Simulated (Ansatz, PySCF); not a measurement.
Gas-phase reaction in SMILES: [GeH3][Br] [bromogermane] -> [GeH3] (GeH3) + Br atom (the Br-Ge bond at the site shown breaks; other sites are not compared here)
Each molecule is optimised on its own at B3LYP-D3(BJ)/def2-TZVP (Ansatz, a quantum-chemistry and plane-wave program). Frequencies are from Ansatz or PySCF.

Property: bond dissociation energy (enthalpy at 298 K, with B3LYP-D3(BJ) rigid-rotor harmonic-oscillator terms), in eV. Cores are frozen in the correlated levels unless marked. Open shells are spin-unrestricted. No spin-orbit coupling. Frozen are the shells of the preceding noble gas and the d and f shells that filled before the atom's block. No relativistic terms. CBS(X,Y): correlation extrapolated as X^-3; Hartree-Fock from the larger set.

```tsv
level	program	bond dissociation energy (eV)
HF/STO-3G	Ansatz	3.77
HF/cc-pVQZ	Ansatz	2.69
revPBE-D3(BJ)/def2-TZVPD	Ansatz + dftd3	3.63
revPBE-D4/def2-TZVPD	Ansatz + dftd4	3.63
revPBE/def2-TZVPD	Ansatz	3.53
r2SCAN-D3(BJ)/def2-TZVPD	Ansatz + dftd3	3.74
PBE0/STO-3G	Ansatz	4.71
```

### Question
Predict the CCSD(T)/CBS(aug-cc-pVTZ,aug-cc-pVQZ) result (Ansatz).

### Answer
3.81 eV
